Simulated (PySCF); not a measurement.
## Predicted spectroscopic data

Equivalent nuclei averaged, no solvent model, non-relativistic, one conformer. Shielding tensors at PBE0/pcSseg-1 (GIAO); geometry from GFN2-xTB; PySCF 2.14.0 with density-fitted response routines.

Chemical shifts δ = σref − σ; TMS for ¹H and ¹³C, all at this level. Where no couplings were computed, multiplicities follow the n + 1 count of equivalent neighbours, and m marks all less simple cases (inequivalent or close neighbours, rings, F or P nearby). Shifts are as computed. Against solution values, carbons near 30 ppm lie about +3 ppm off and those near 130 ppm about +5 ppm. Of 1211 compounds with measured shifts, 218 miss one by over three times the rms of a fit or turn the order of signals round; such compounds aren't used in these exercises. OH and NH positions are gas-phase values without hydrogen bonding to other molecules.

Compound 1 (C4H12N2Si). ¹H NMR (500 MHz, computed): δ 0.45 (m, 2H), 0.17 (m, 2H), 0.05 (s, 3H), 0.04 (br s, 4H), -0.62 (m, 1H). ¹³C{¹H} NMR (computed): δ 2.3, 1.8, 1.4. Structure: SMILES N[Si](C)(N)C1CC1.

Compound 2 (C4H12N2Si). ¹H NMR (500 MHz, computed): δ 5.08 (s, 2H), 4.44 (m, 1H), 4.43 (m, 1H), 2.89 (s, 6H), 0.06 (br s, 2H). ¹³C{¹H} NMR (computed): δ 157.0 (C), 101.7 (CH2), 42.7 (CH3). Structure: `InChI=1S/C4H12N2Si/c1-4(7-5)6(2)3/h1,5,7H2,2-3H3`.

Compound 3 (C5H9NOSi). ¹H NMR (500 MHz, computed): δ 6.56 (m, 1H), 6.38 (m, 1H), 5.85 (m, 1H), 5.06 (s, 3H), 3.80 (s, 3H). ¹³C{¹H} NMR (computed): δ 159.2 (C), 126.8 (CH), 111.3 (CH), 106.0 (CH), 57.8 (CH3). Structure: SMILES COc1ccn([SiH3])c1.

Compound 4 (C4H12N2Si). ¹H NMR (500 MHz, computed): δ 6.46 (m, 1H), 4.73 (s, 3H), 3.93 (m, 1H), 3.58 (m, 1H), 2.82 (s, 3H), 2.70 (s, 3H). ¹³C{¹H} NMR (computed): δ 150.4, 85.3, 36.0, 35.8. Structure: `InChI=1S/C4H12N2Si/c1-4-5(2)6(3)7/h4H,1H2,2-3,7H3`.
